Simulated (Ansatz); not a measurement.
`NB(F)[SiH3]` → `N[SiH2]BF`  (isomerisation)

Program: Ansatz. Geometries: PBE0-D4/def2-TZVP. ΔE: electronic, gas phase. CCSD(T)/CBS adds triple-zeta CCSD(T) − MP2 to the extrapolated MP2 energy (def2 sets, frozen cores). DFT in def2-TZVPP. HSE06 is defined as in plane-wave codes. One conformer a species, not always the lowest.

(1) Is it downhill or uphill in electronic energy at CCSD(T)/CBS, and by how much? (Best estimate.)

(2) What do these levels give: PBE-D4, BLYP-D4, r2SCANh-D4, r2SCAN0-D4, B2PLYP, BLYP, r2SCANh, r2SCAN0, HSE06, RPA@PBE/def2-TZVPP, SCS-MP2/def2-TZVPP, CCSD(T)/def2-TZVPP? (Estimate.)

Largest T1 diagnostic among the species: 0.013.

Results:

(1) Ansatz gave: Uphill: ΔE = +1.06 eV.

(2) Computed: PBE-D4 1.17, BLYP-D4 1.12, r2SCANh-D4 1.14, r2SCAN0-D4 1.13, B2PLYP 1.09, BLYP 1.11, r2SCANh 1.14, r2SCAN0 1.13, HSE06 1.14, RPA@PBE/def2-TZVPP 1.06, SCS-MP2/def2-TZVPP 1.05, CCSD(T)/def2-TZVPP 1.09 eV.

From BLYP to BHLYP (50 % exact exchange), in def2-TZVPP and without D4, ΔE moves by −0.03 eV. At CCSD(T), def2-SVP lies +0.27 eV from the extrapolated value and def2-TZVPP +0.03 eV.
